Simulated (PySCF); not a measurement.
PySCF input (PBE/def2-QZVP):

```python
import numpy as np, basis_set_exchange as bse
from pyscf import gto, scf, dft, df
from pyscf.prop.polarizability import rks as pol

basis = {'Al': gto.basis.parse(bse.get_basis('def2-QZVP', elements=['Al'], fmt='nwchem')), 'F': gto.basis.parse(bse.get_basis('def2-QZVP', elements=['F'], fmt='nwchem')), 'H': gto.basis.parse(bse.get_basis('def2-QZVP', elements=['H'], fmt='nwchem')), 'O': gto.basis.parse(bse.get_basis('def2-QZVP', elements=['O'], fmt='nwchem'))}
mol = gto.M(
    atom='''
    Al   -0.00653357    0.01315504   -0.00794229
    F    -1.39024871   -0.84274989   -0.23757517
    F     0.07204872    1.54413220   -0.58607768
    O     1.32366063   -0.62215038    0.79430802
    H     1.35945132   -1.50625337    1.16166128
    ''',
    basis=basis,
    charge=0,
    verbose=4,
    max_memory=7359,
)
mf = dft.RKS(mol, xc='pbe')
mf.grids.level = 3
mf = mf.density_fit(auxbasis=df.autoaux(mol))
mf.conv_tol = 1e-9
mf.max_cycle = 100
print('smallest overlap eigenvalue', np.linalg.eigvalsh(mol.intor('int1e_ovlp'))[0])
mf.kernel()
dip = mf.dip_moment()
p = pol.Polarizability(mf)
p.max_cycle_cphf = 60
alpha = p.polarizability()
print('polarisability/bohr^3', alpha.trace() / 3)
```

Output:

```
PySCF version 2.14.0

[INPUT] verbose = 4
[INPUT] num. atoms = 5
[INPUT] num. electrons = 40
[INPUT] charge = 0
[INPUT] spin (= nelec alpha-beta = 2S) = 0
[INPUT] symmetry False subgroup None
[INPUT] Mole.unit = angstrom
[INPUT] Symbol           X                Y                Z      unit          X                Y                Z       unit  Magmom
[INPUT]  1 Al    -0.006533570000   0.013155040000  -0.007942290000 AA   -0.012346657916   0.024859422758  -0.015008752902 Bohr   0.0
[INPUT]  2 F     -1.390248710000  -0.842749890000  -0.237575170000 AA   -2.627189306930  -1.592566483607  -0.448952005297 Bohr   0.0
[INPUT]  3 F      0.072048720000   1.544132200000  -0.586077680000 AA    0.136152348425   2.917986958122  -1.107526302920 Bohr   0.0
[INPUT]  4 O      1.323660630000  -0.622150380000   0.794308020000 AA    2.501356072569  -1.175693826494   1.501024616346 Bohr   0.0
[INPUT]  5 H      1.359451320000  -1.506253370000   1.161661280000 AA    2.568990674478  -2.846406343503   2.195221668712 Bohr   0.0

nuclear repulsion = 159.997624443302
number of shells = 83
number of NR pGTOs = 369
number of NR cGTOs = 271
basis = {'Al': [[0, [754550.78265, 1.3421335886e-05], [112999.38922, 0.00010433210786], [25715.831759, 0.0005484177208], [7283.6030283, 0.0023089081391], [2376.0008796, 0.0083309974593], [857.65468087, 0.026417963653], [334.38922598, 0.073443646426], [138.48504731, 0.17184039139], [60.150368808, 0.3104198003], [27.12761086, 0.35669190596]], [0, [225.36500065, 0.021522039783], [69.341968124, 0.18531780493], [26.619335712, 0.63533181245]], [0, [12.349420671, 1.0]], [0, [4.5878785994, 1.0]], [0, [2.0571338103, 1.0]], [0, [0.90864549395, 1.0]], [0, [0.24226988038, 1.0]], [0, [0.11248136869, 1.0]], [0, [0.048156492817, 1.0]], [1, [1489.6119522, 0.00020177122443], [353.01399267, 0.0017508109203], [114.40764069, 0.0094424704664], [43.312186111, 0.036868004006], [18.027322216, 0.10892874007], [7.9675432403, 0.23265901004], [3.6090399541, 0.34643587076], [1.645608163, 0.33440809866]], [1, [34.731187489, 0.01782307302], [1.255308363, -0.59991263926]], [1, [0.73635534282, 1.0]], [1, [0.24686465559, 1.0]], [1, [0.094821971828, 1.0]], [1, [0.036214165654, 1.0]], [2, [1.97, 1.0]], [2, [0.437, 1.0]], [2, [0.195, 1.0]], [2, [0.08, 1.0]], [3, [0.401, 1.0]], [3, [0.154, 1.0]], [4, [0.357, 1.0]]], 'F': [[0, [132535.97345, 4.7387482743e-05], [19758.112588, 0.00037070120897], [4485.1996947, 0.0019450784713], [1273.815102, 0.0080573291994], [418.93831236, 0.027992880781], [152.55721985, 0.082735120175], [59.821524823, 0.19854169012], [24.819076932, 0.34860632233]], [0, [100.74446673, 0.10505068816], [30.10372829, 0.94068472434]], [0, [10.814283272, 1.0]], [0, [4.817288677, 1.0]], [0, [1.6559334213, 1.0]], [0, [0.64893519582, 1.0]], [0, [0.24778104545, 1.0]], [1, [240.96654114, 0.0030389933451], [57.020699781, 0.024357738582], [18.12695212, 0.11442925768], [6.6457404621, 0.37064659853], [2.6375722892, 0.79791551766]], [1, [1.06382172, 1.0]], [1, [0.4193256275, 1.0]], [1, [0.15747588299, 1.0]], [2, [5.014, 1.0]], [2, [1.725, 1.0]], [2, [0.586, 1.0]], [3, [3.562, 1.0]], [3, [1.148, 1.0]], [4, [2.376, 1.0]]], 'H': [[0, [190.69169, 0.00070815167], [28.605532, 0.0054678827], [6.5095943, 0.027966605], [1.8412455, 0.10764538]], [0, [0.59853725, 1.0]], [0, [0.21397624, 1.0]], [0, [0.080316286, 1.0]], [1, [2.292, 1.0]], [1, [0.838, 1.0]], [1, [0.292, 1.0]], [2, [2.062, 1.0]], [2, [0.662, 1.0]], [3, [1.397, 1.0]]], 'O': [[0, [116506.46908, 4.0383857939e-05], [17504.349724, 0.00031255139004], [3993.451323, 0.0016341473495], [1133.0063186, 0.0068283224757], [369.99569594, 0.024124410221], [133.62074349, 0.072730206154], [52.035643649, 0.17934429892], [21.461939313, 0.33059588895]], [0, [89.835051252, 0.096468652996], [26.428010844, 0.9411748112]], [0, [9.2822824649, 1.0]], [0, [4.0947728533, 1.0]], [0, [1.3255349078, 1.0]], [0, [0.51877230787, 1.0]], [0, [0.19772676454, 1.0]], [1, [191.1525581, 0.0025115697705], [45.233356739, 0.020039240864], [14.353465922, 0.093609064762], [5.2422371832, 0.30618127124], [2.0792418599, 0.67810501439]], [1, [0.84282371424, 1.0]], [1, [0.33617694891, 1.0]], [1, [0.12863997974, 1.0]], [2, [3.775, 1.0]], [2, [1.3, 1.0]], [2, [0.444, 1.0]], [3, [2.666, 1.0]], [3, [0.859, 1.0]], [4, [1.846, 1.0]]]}
ecp = {}
ETB for O: l = 0, exps = 0.25727995948 * 1.8^n , n = 0..15
ETB for O: l = 1, exps = 0.25727995948 * 1.8^n , n = 0..12
ETB for O: l = 2, exps = 0.25727995948 * 1.8^n , n = 0..11
ETB for O: l = 3, exps = 0.57263997974 * 2.2^n , n = 0..6
ETB for O: l = 4, exps = 0.888 * 2.2^n , n = 0..5
ETB for O: l = 5, exps = 1.303 * 2.3^n , n = 0..2
ETB for H: l = 0, exps = 0.160632572 * 1.8^n , n = 0..11
ETB for H: l = 1, exps = 0.372316286 * 2^n , n = 0..4
ETB for H: l = 2, exps = 0.584 * 2.2^n , n = 0..3
ETB for H: l = 3, exps = 0.954 * 2.2^n , n = 0..2
ETB for H: l = 4, exps = 1.324 * 2.2^n , n = 0..2
ETB for F: l = 0, exps = 0.31495176598 * 1.8^n , n = 0..15
ETB for F: l = 1, exps = 0.31495176598 * 1.8^n , n = 0..12
ETB for F: l = 2, exps = 0.31495176598 * 1.8^n , n = 0..11
ETB for F: l = 3, exps = 0.74347588299 * 2.2^n , n = 0..6
ETB for F: l = 4, exps = 1.172 * 2.2^n , n = 0..5
ETB for F: l = 5, exps = 1.734 * 2.3^n , n = 0..2
ETB for Al: l = 0, exps = 0.072428331308 * 1.8^n , n = 0..18
ETB for Al: l = 1, exps = 0.072428331308 * 1.8^n , n = 0..15
ETB for Al: l = 2, exps = 0.072428331308 * 1.8^n , n = 0..14
ETB for Al: l = 3, exps = 0.116214165654 * 2.2^n , n = 0..8
ETB for Al: l = 4, exps = 0.16 * 2.2^n , n = 0..8
ETB for Al: l = 5, exps = 0.23399999999999999 * 2.3^n , n = 0..4
smallest overlap eigenvalue 0.00019093696008937934

******** <class 'pyscf.df.df_jk.DFRKS'> ********
method = DFRKS
initial guess = minao
damping factor = 0
level_shift factor = 0
DIIS = <class 'pyscf.scf.diis.CDIIS'>
diis_start_cycle = 1
diis_space = 8
diis_damp = 0
SCF conv_tol = 1e-09
SCF conv_tol_grad = None
SCF max_cycles = 100
direct_scf = False
XC library pyscf.dft.libxc version 7.1.2
    S. Lehtola, C. Steigemann, M. J. T. Oliveira, and M. A. L. Marques,  SoftwareX 7, 1–5 (2018)
XC functionals = pbe
    J. P. Perdew, K. Burke, and M. Ernzerhof,  Phys. Rev. Lett. 77, 3865 (1996)
    J. P. Perdew, K. Burke, and M. Ernzerhof,  Phys. Rev. Lett. 78, 1396 (1997)
    J. P. Perdew, K. Burke, and M. Ernzerhof,  Phys. Rev. Lett. 77, 3865 (1996)
    J. P. Perdew, K. Burke, and M. Ernzerhof,  Phys. Rev. Lett. 78, 1396 (1997)
radial grids:
    Treutler-Ahlrichs [JCP 102, 346 (1995); DOI:10.1063/1.469408] (M4) radial grids

becke partition: Becke, JCP 88, 2547 (1988); DOI:10.1063/1.454033
pruning grids: <function nwchem_prune>
grids dens level: 3
symmetrized grids: False
atomic radii adjust function: <function treutler_atomic_radii_adjust>
small_rho_cutoff = 0
Set gradient conv threshold to 3.16228e-05
Initial guess from minao.
tot grids = 71600
init E= -518.001898206034
  HOMO = -0.437705274371245  LUMO = -0.110395879864001  gap/eV = 8.90654
cycle= 1 E= -517.640064417806  delta_E= 0.362  |g|= 1.29  |ddm|= 1.74
  HOMO = -0.119179149761707  LUMO = -0.0360928805267662  gap/eV = 2.26089
cycle= 2 E= -516.307195826308  delta_E= 1.33  |g|= 2.96  |ddm|= 1.63
  HOMO = -0.333488036281277  LUMO = -0.0797708862997411  gap/eV = 6.90400
cycle= 3 E= -517.899688888102  delta_E= -1.59  |g|= 0.239  |ddm|= 1.29
  HOMO = -0.289147720457533  LUMO = -0.0786310091342131  gap/eV = 5.72845
cycle= 4 E= -517.901454138777  delta_E= -0.00177  |g|= 0.257  |ddm|= 0.177
  HOMO = -0.302169155083492  LUMO = -0.0787393407792294  gap/eV = 6.07983
cycle= 5 E= -517.911523128219  delta_E= -0.0101  |g|= 0.0215  |ddm|= 0.0802
  HOMO = -0.302762442757124  LUMO = -0.0777257584237034  gap/eV = 6.12356
cycle= 6 E= -517.911608565251  delta_E= -8.54e-05  |g|= 0.00682  |ddm|= 0.0123
  HOMO = -0.303919692995127  LUMO = -0.0781289265788416  gap/eV = 6.14408
cycle= 7 E= -517.911616923143  delta_E= -8.36e-06  |g|= 0.00223  |ddm|= 0.00403
  HOMO = -0.303903854945364  LUMO = -0.0781233287207783  gap/eV = 6.14380
cycle= 8 E= -517.911617391702  delta_E= -4.69e-07  |g|= 0.00122  |ddm|= 0.000967
  HOMO = -0.30392636735148  LUMO = -0.0781134528996503  gap/eV = 6.14468
cycle= 9 E= -517.911617610268  delta_E= -2.19e-07  |g|= 0.000127  |ddm|= 0.000397
  HOMO = -0.303919094918167  LUMO = -0.0781151942678378  gap/eV = 6.14444
cycle= 10 E= -517.91161761192  delta_E= -1.65e-09  |g|= 4.23e-05  |ddm|= 5.85e-05
  HOMO = -0.303923485183526  LUMO = -0.0781146948526725  gap/eV = 6.14457
cycle= 11 E= -517.911617612243  delta_E= -3.23e-10  |g|= 2.28e-06  |ddm|= 1.82e-05
  HOMO = -0.303923779484233  LUMO = -0.0781147978094268  gap/eV = 6.14458
Extra cycle  E= -517.911617612244  delta_E= -4.55e-13  |g|= 2.71e-06  |ddm|= 1.95e-06
converged SCF energy = -517.911617612244
Dipole moment(X, Y, Z, Debye):  0.55948, -1.61534,  0.87508
Isotropic polarizability 26.9151856167
Polarizability anisotropy 2.14737749623
polarisability/bohr^3 26.915185616745106
```
